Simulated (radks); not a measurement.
Species: Hf62+. Configuration: [Ne] (the NIST ground configuration). Calculated with a radial shooting solver on a logarithmic mesh with Libxc functionals: scalar-relativistic Kohn-Sham, SCAN, spin-polarised, spherical densities, finite nucleus; meta-GGA in the generalised Kohn-Sham scheme; Fermi nuclear charge, rms radius 5.347 fm.

Normalised radial functions P(r) = r R(r), r in bohr:

| r | 1s | 2s |
|---|---|---|
| 0.001787 | 2.6481 | 0.9661 |
| 0.002165 | 3.0349 | 1.1026 |
| 0.002624 | 3.4582 | 1.2497 |
| 0.003154 | 3.8936 | 1.3975 |
| 0.003821 | 4.3704 | 1.5539 |
| 0.00463 | 4.8560 | 1.7046 |
| 0.005566 | 5.3108 | 1.8328 |
| 0.006744 | 5.7470 | 1.9344 |
| 0.008106 | 6.0962 | 1.9820 |
| 0.009822 | 6.3484 | 1.9555 |
| 0.0119 | 6.4420 | 1.8227 |
| 0.01431 | 6.3441 | 1.5681 |
| 0.01733 | 6.0171 | 1.1449 |
| 0.021 | 5.4539 | 0.5476 |
| 0.02525 | 4.7139 | -0.1819 |
| 0.03059 | 3.7954 | -1.0654 |
| 0.03706 | 2.8218 | -1.9932 |
| 0.04455 | 1.9399 | -2.8120 |
| 0.05398 | 1.1730 | -3.4478 |
| 0.06541 | 0.6168 | -3.7291 |
| 0.07862 | 0.2844 | -3.5961 |
| 0.09526 | 0.1039 | -3.0651 |
| 0.1154 | 0.0297 | -2.2753 |
| 0.1387 | 0.0068 | -1.4733 |
| 0.1681 | 0.0010 | -0.7801 |
| 0.2037 | 0.0001 | -0.3313 |
| 0.2448 | 0.0000 | -0.1139 |

1s: eigenvalue -70718 eV, 0 radial nodes, <r> = 0.0190 bohr, 90 % of the charge inside 0.0345 bohr. 2s: eigenvalue -16245.1 eV, 1 radial node at r = 0.0242 bohr, <r> = 0.0790 bohr, 90 % of the charge inside 0.122 bohr.
